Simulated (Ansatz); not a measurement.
Two isomers of CH4BFSe: A = `C[Se]BF`, B = `CB(F)[SeH]`.

Calculated with Ansatz (gas phase, PBE0-D4/def2-TZVP geometries, no zero-point term in ΔE). CCSD(T)/CBS is the MP2 limit (def2-TZVPP, def2-QZVPP) plus CCSD(T) − MP2 in def2-TZVPP, frozen cores. DFT in def2-TZVPP. B3LYP here is the variant with VWN-RPA as its local correlation; programs differ in this. For Se outer-core shells are correlated without core-valence functions, which leaves a few kJ/mol of doubt a bond. Scalar relativity is left out up to krypton. Each species was taken in one conformer, which may not be the lowest.

**Question.** Which isomer does CCSD(T)/CBS put lower? Give the gap. (An estimate is asked.)

**Answer.** Computed: B, by 55.3 kJ/mol.

**Question.** Give E(B) − E(A) in kJ/mol with B2PLYP, MP2/def2-TZVPP, HF/def2-TZVPP, B3LYP-D4, BLYP-D4, ωB97M-V, CCSD(T)/def2-SVP. (An estimate is asked.)

**Answer.** Computed: B2PLYP -54.4, MP2/def2-TZVPP -53.0, HF/def2-TZVPP -58.0, B3LYP-D4 -55.4, BLYP-D4 -52.1, ωB97M-V -58.9, CCSD(T)/def2-SVP -65.6. None reverses the order clearly.

**Question.** Does the order hold for the free energy at 298.15 K (harmonic terms from PBE0-D4)? (An estimate is asked.)

**Answer.** Computed: Yes: G(B) − G(A) = -59.9 kJ/mol, for one conformer each. Modes under 60 cm⁻¹, often nearly free rotors, make the harmonic entropy too high.

Largest T1 diagnostic: 0.012.

From PBE to PBE0 (25 % exact exchange), in def2-TZVPP and without D4, E(B) − E(A) moves by −3.1 kJ/mol. At CCSD(T), def2-SVP lies −10.3 kJ/mol from the extrapolated value and def2-TZVPP +0.8 kJ/mol.
